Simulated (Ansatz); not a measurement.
Task: Name a neutral molecule of Cl, O, W and H with size of the dipole moment (PBE/def2-TZVPP) between 0.80 and 1.10 D and ideal-gas entropy at 298 K and 1 bar (rigid rotor, harmonic PBE0-D4/def2-TZVP) between 421 and 437 J/(mol·K) (Ansatz, PBE0-D4/def2-TZVP geometry).

Result: `[OH][W]([OH])([Cl])([Cl])([Cl])[Cl]` (1.05 D, 433 J/(mol·K)). Other molecules can fit too; these were computed, each in one conformer that needn't be the lowest.
